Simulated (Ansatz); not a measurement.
Reaction (ligand exchange at the Si–C bond): `C[SiH](O)Cl` + HCl → `O[SiH](Cl)Cl` + CH₄

Isolated molecules relaxed with PBE0-D4/def2-TZVP in Ansatz; ΔE leaves out vibrations. CCSD(T)/CBS is the MP2 limit (def2-TZVPP, def2-QZVPP) plus CCSD(T) − MP2 in def2-TZVPP, frozen cores. This one scheme is used for every species. Functionals use def2-TZVPP. B3LYP here is the variant with VWN-RPA as its local correlation; programs differ in this. HSE06 is defined as in plane-wave codes. One conformer a species, not always the lowest.

Q: Is it downhill or uphill in electronic energy at CCSD(T)/CBS, and by how much? (Estimate.)

A: Computed: Downhill: ΔE = -100.8 kJ/mol.

Q: What do these levels give: PBE0-D4, r2SCAN0-D4, ωB97M-V, B2PLYP, revPBE, B3LYP, HSE06, LC-ωPBE, MP2/def2-SVP, MP2/def2-TZVPP, HF/def2-QZVPP, HF/CBS(def2)? (An estimate is asked.)

A: The calculation gave: PBE0-D4 -101.1, r2SCAN0-D4 -104.7, ωB97M-V -102.0, B2PLYP -104.0, revPBE -101.8, B3LYP -103.6, HSE06 -101.5, LC-ωPBE -98.9, MP2/def2-SVP -103.5, MP2/def2-TZVPP -103.2, HF/def2-QZVPP -107.5, HF/CBS(def2) -107.4 kJ/mol.

Largest T1 diagnostic among the species: 0.010.

Leaving LDA and LC-ωPBE aside and taking each functional with its dispersion term where it has one, the values, not all of them listed here, spread over 5.8 kJ/mol, from B97M-V to PBE-D4. LDA lies +4.5 kJ/mol from PBE without D4. In def2-TZVPP, CCSD(T) changes the Hartree–Fock value by +9.7 kJ/mol (the triples alone add −0.2 kJ/mol) and MP2 by +4.4 kJ/mol.
